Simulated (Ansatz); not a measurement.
Relaxation of La₄ with RKS PBE-D4/def2-SVP.

```sh
$ ansatz run in.yaml --threads 4 --pin off --events-out ev --progress --plain --max-ram 3916MiB
```

```yaml
crystal:
  periodic: [false, false, false]
  atoms:
    - {symbol: La, position_ang: [-0.328540, -0.994770, -2.424470]}
    - {symbol: La, position_ang: [0.326430, 0.996020, 2.423990]}
    - {symbol: La, position_ang: [1.250750, 2.253840, -0.593580]}
    - {symbol: La, position_ang: [-1.248630, -2.255090, 0.594050]}
basis:
  gaussian: {orbitals: def2-SVP}
hamiltonian: {xc: pbe, dispersion: d4}
scf: {lower_state_search: "off"}
output: {orbitals: {seedname: orbitals}}
relax: {f_tol: 0.02, max_steps: 100}
```

Run time 3.3 min (4 threads of AMD EPYC 7R43 on a shared host).

Positions (Å) and forces (eV/Å) at steps 1, 2, 3, 4, 5, 7, 10, 11, 12, 13, 14, 16, 18, 19, 20, 21, 22, 23, 24, 25, 26, 27, 28, 29, 30, 31, 32, 33, 34, 35, 37, 39, 40, 41, 42, 43, 44, 45 of 45:

```xyz
4
step=1 energy=-3433.4015 eV
La   -0.329   -0.995   -2.424    0.280    0.591    0.424
La    0.326    0.996    2.424   -0.279   -0.592   -0.423
La    1.251    2.254   -0.594   -0.325   -0.653   -0.277
La   -1.249   -2.255    0.594    0.325    0.655    0.276
4
step=2 energy=-3433.8414 eV
La   -0.255   -0.842   -2.330    0.157    0.299    0.028
La    0.253    0.843    2.330   -0.157   -0.300   -0.027
La    1.172    2.093   -0.674   -0.088   -0.206   -0.256
La   -1.170   -2.094    0.675    0.089    0.207    0.255
4
step=3 energy=-3433.9093 eV
La   -0.209   -0.757   -2.343    0.014    0.046    0.124
La    0.206    0.758    2.343   -0.014   -0.046   -0.124
La    1.157    2.051   -0.761   -0.066   -0.119    0.037
La   -1.155   -2.052    0.761    0.066    0.119   -0.037
4
step=4 energy=-3433.9350 eV
La   -0.203   -0.742   -2.319   -0.006   -0.001    0.082
La    0.200    0.743    2.319    0.008    0.000   -0.082
La    1.139    2.018   -0.756   -0.035   -0.055    0.051
La   -1.136   -2.019    0.756    0.033    0.056   -0.052
4
step=5 energy=-3433.9238 eV rejected
La   -0.203   -0.738   -2.276   -0.002   -0.037   -0.211
La    0.203    0.738    2.276    0.002    0.037    0.211
La    1.116    1.982   -0.732    0.091    0.157   -0.094
La   -1.116   -1.982    0.732   -0.092   -0.157    0.094
4
step=7 energy=-3433.9373 eV
La   -0.204   -0.746   -2.311    0.001    0.002   -0.003
La    0.204    0.745    2.312   -0.002   -0.002    0.003
La    1.129    2.005   -0.745   -0.002   -0.005   -0.002
La   -1.130   -2.004    0.745    0.002    0.004    0.002
4
step=10 energy=-3433.9446 eV
La   -0.212   -0.770   -2.390    0.001    0.002    0.003
La    0.210    0.771    2.389   -0.001   -0.002   -0.003
La    1.092    1.936   -0.720   -0.048   -0.085    0.030
La   -1.090   -1.937    0.720    0.048    0.085   -0.030
4
step=11 energy=-3434.0331 eV
La   -0.228   -0.816   -2.543    0.006    0.028    0.099
La    0.219    0.821    2.543   -0.007   -0.028   -0.099
La    1.016    1.793   -0.669   -0.215   -0.382    0.148
La   -1.007   -1.798    0.669    0.216    0.382   -0.148
4
step=12 energy=-3434.1651 eV
La   -0.242   -0.855   -2.660    0.020    0.069    0.207
La    0.228    0.862    2.659   -0.019   -0.070   -0.207
La    0.928    1.631   -0.607   -0.153   -0.272    0.097
La   -0.914   -1.639    0.608    0.153    0.272   -0.097
4
step=13 energy=-3434.2007 eV
La   -0.248   -0.854   -2.672    0.017    0.067    0.204
La    0.222    0.868    2.670   -0.019   -0.066   -0.204
La    0.867    1.508   -0.562    0.032    0.055   -0.022
La   -0.841   -1.522    0.564   -0.030   -0.056    0.022
4
step=14 energy=-3434.2118 eV
La   -0.249   -0.828   -2.606   -0.017   -0.017   -0.071
La    0.209    0.849    2.602   -0.005    0.029    0.069
La    0.884    1.523   -0.568   -0.012   -0.046    0.016
La   -0.844   -1.545    0.572    0.034    0.034   -0.014
4
step=16 energy=-3434.2146 eV
La   -0.265   -0.825   -2.621   -0.014    0.013    0.012
La    0.196    0.862    2.615   -0.016    0.004   -0.015
La    0.890    1.500   -0.561    0.016   -0.007    0.001
La   -0.821   -1.537    0.567    0.015   -0.009    0.002
4
step=18 energy=-3434.2365 eV
La   -0.353   -0.765   -2.594   -0.059    0.063    0.081
La    0.101    0.899    2.573   -0.074    0.008   -0.092
La    0.968    1.427   -0.545    0.070   -0.028    0.003
La   -0.716   -1.561    0.566    0.062   -0.043    0.008
4
step=19 energy=-3434.3020 eV
La   -0.441   -0.691   -2.533   -0.088    0.117    0.183
La    0.001    0.928    2.495   -0.121   -0.006   -0.200
La    1.048    1.353   -0.528    0.143    0.013   -0.016
La   -0.609   -1.589    0.565    0.066   -0.124    0.033
4
step=20 energy=-3434.4130 eV
La   -0.557   -0.582   -2.421   -0.058    0.085    0.145
La   -0.137    0.957    2.361   -0.084   -0.012   -0.156
La    1.174    1.281   -0.516    0.114    0.037   -0.021
La   -0.480   -1.656    0.576    0.029   -0.110    0.032
4
step=21 energy=-3434.4628 eV
La   -0.655   -0.477   -2.289    0.004    0.038    0.036
La   -0.259    0.972    2.210   -0.003    0.010   -0.052
La    1.297    1.245   -0.515   -0.088   -0.153    0.057
La   -0.383   -1.739    0.594    0.087    0.105   -0.042
4
step=22 energy=-3434.3769 eV rejected
La   -0.763   -0.374   -2.188    0.275    0.206    0.356
La   -0.389    1.000    2.087    0.204   -0.050   -0.445
La    1.352    1.068   -0.463    0.071    0.781   -0.259
La   -0.201   -1.694    0.564   -0.549   -0.937    0.348
4
step=23 energy=-3434.4813 eV
La   -0.694   -0.424   -2.222    0.080    0.100    0.162
La   -0.312    0.977    2.133    0.048   -0.015   -0.200
La    1.328    1.194   -0.502   -0.115   -0.039    0.023
La   -0.322   -1.748    0.591   -0.013   -0.046    0.015
4
step=24 energy=-3434.5391 eV
La   -0.723   -0.371   -2.144    0.173    0.215    0.496
La   -0.356    0.976    2.044    0.082   -0.119   -0.549
La    1.357    1.162   -0.494   -0.183    0.010    0.014
La   -0.278   -1.767    0.593   -0.072   -0.106    0.039
4
step=25 energy=-3434.6323 eV
La   -0.794   -0.289   -2.040    0.401    0.293    0.703
La   -0.447    0.984    1.925    0.271   -0.184   -0.796
La    1.427    1.099   -0.479   -0.389    0.225   -0.036
La   -0.186   -1.794    0.594   -0.284   -0.334    0.129
4
step=26 energy=-3434.8212 eV
La   -0.837   -0.194   -1.876    0.404    0.201    0.417
La   -0.521    0.967    1.747    0.325   -0.088   -0.514
La    1.493    1.082   -0.479   -0.477    0.181   -0.013
La   -0.134   -1.855    0.609   -0.252   -0.294    0.110
4
step=27 energy=-3434.8588 eV
La   -0.766   -0.154   -1.723   -0.114   -0.177   -0.622
La   -0.478    0.907    1.590    0.000    0.233    0.615
La    1.473    1.192   -0.512    0.024   -0.096    0.035
La   -0.229   -1.945    0.644    0.089    0.039   -0.028
4
step=28 energy=-3434.9197 eV
La   -0.758   -0.192   -1.872    0.119    0.325    0.136
La   -0.436    1.034    1.738   -0.017   -0.101   -0.263
La    1.403    1.149   -0.479   -0.242   -0.274   -0.022
La   -0.209   -1.992    0.613    0.140    0.050    0.150
4
step=29 energy=-3435.0771 eV
La   -0.881   -0.076   -1.819   -0.534    0.024   -0.249
La   -0.573    1.111    1.655   -0.517   -0.059    0.268
La    1.480    0.979   -0.433    1.010    0.239   -0.242
La   -0.026   -2.013    0.598    0.041   -0.204    0.223
4
step=30 energy=-3435.2013 eV
La   -0.950   -0.042   -1.784   -0.263   -0.070   -0.136
La   -0.651    1.081    1.613   -0.246   -0.037    0.193
La    1.586    0.970   -0.448    0.541    0.154   -0.122
La    0.016   -2.009    0.619   -0.032   -0.047    0.065
4
step=31 energy=-3435.2522 eV
La   -1.004   -0.037   -1.745   -0.156   -0.089   -0.268
La   -0.714    1.032    1.583   -0.089    0.079    0.275
La    1.698    0.994   -0.472    0.198   -0.010   -0.003
La    0.020   -1.989    0.634    0.047    0.020   -0.004
4
step=32 energy=-3435.2833 eV
La   -1.077   -0.048   -1.777   -0.132    0.059   -0.166
La   -0.771    1.038    1.619   -0.121    0.167    0.133
La    1.773    0.935   -0.455    0.195    0.094   -0.054
La    0.075   -1.924    0.613    0.058   -0.320    0.087
4
step=33 energy=-3435.2968 eV
La   -1.203   -0.035   -1.836    0.212    0.064   -0.023
La   -0.882    1.089    1.675    0.200    0.081   -0.042
La    1.909    0.864   -0.443   -0.384    0.062    0.013
La    0.175   -1.918    0.604   -0.029   -0.208    0.053
4
step=34 energy=-3435.3393 eV
La   -1.120   -0.029   -1.844   -0.057   -0.022   -0.075
La   -0.808    1.105    1.675   -0.025    0.024    0.067
La    1.802    0.903   -0.452    0.086    0.031   -0.005
La    0.126   -1.979    0.621   -0.004   -0.032    0.013
4
step=35 energy=-3435.3381 eV rejected
La   -1.127   -0.046   -1.895    0.032   -0.003    0.105
La   -0.802    1.122    1.724    0.024   -0.067   -0.096
La    1.809    0.912   -0.453   -0.028   -0.006    0.012
La    0.120   -1.988    0.624   -0.028    0.076   -0.021
4
step=37 energy=-3435.3418 eV
La   -1.130   -0.042   -1.865   -0.002   -0.012    0.009
La   -0.806    1.111    1.694    0.009    0.008   -0.007
La    1.813    0.912   -0.449   -0.003    0.003    0.013
La    0.122   -1.981    0.619   -0.003    0.001   -0.016
4
step=39 energy=-3435.3446 eV
La   -1.138   -0.057   -1.856   -0.027   -0.036    0.035
La   -0.798    1.125    1.687    0.024    0.040   -0.038
La    1.815    0.917   -0.430    0.010    0.027    0.053
La    0.121   -1.985    0.600   -0.008   -0.032   -0.050
4
step=40 energy=-3435.3536 eV
La   -1.149   -0.072   -1.840   -0.047   -0.058    0.094
La   -0.788    1.142    1.670    0.037    0.062   -0.096
La    1.818    0.926   -0.407    0.025    0.049    0.095
La    0.119   -1.996    0.577   -0.016   -0.054   -0.093
4
step=41 energy=-3435.3822 eV
La   -1.173   -0.098   -1.795   -0.042   -0.006    0.155
La   -0.771    1.173    1.624   -0.002    0.024   -0.155
La    1.829    0.946   -0.360    0.048    0.039    0.067
La    0.114   -2.021    0.532   -0.004   -0.057   -0.068
4
step=42 energy=-3435.3143 eV rejected
La   -1.242   -0.141   -1.617   -0.108    0.233   -0.474
La   -0.749    1.241    1.443   -0.312   -0.002    0.434
La    1.874    0.991   -0.237    0.167   -0.240   -0.273
La    0.117   -2.091    0.411    0.253    0.009    0.313
4
step=43 energy=-3435.3921 eV
La   -1.205   -0.070   -1.710   -0.069   -0.103   -0.095
La   -0.807    1.170    1.537    0.077    0.139    0.067
La    1.865    0.930   -0.341    0.014    0.085    0.091
La    0.146   -2.030    0.513   -0.023   -0.121   -0.064
4
step=44 energy=-3435.4003 eV
La   -1.220   -0.108   -1.719   -0.003    0.042   -0.013
La   -0.777    1.210    1.543   -0.056   -0.020    0.021
La    1.857    0.949   -0.303    0.037   -0.022   -0.047
La    0.140   -2.051    0.479    0.022    0.001    0.039
4
step=45 energy=-3435.4016 eV
La   -1.219   -0.098   -1.722    0.003    0.003    0.003
La   -0.788    1.204    1.547   -0.001   -0.005   -0.003
La    1.863    0.944   -0.313   -0.002   -0.003   -0.002
La    0.144   -2.050    0.488    0.000    0.005    0.003
```

In the def2 sets La takes a core potential; there is no spin–orbit coupling. The restricted singlet is unstable towards broken spin symmetry at other levels; at PBE-D4/def2-SVP this wasn't settled. At PBE-D4/def2-SVP a quintet of charge 0 lies 0.36 eV below the restricted singlet, each at its own geometry. The structure comes from a short search, and lower isomers may exist.
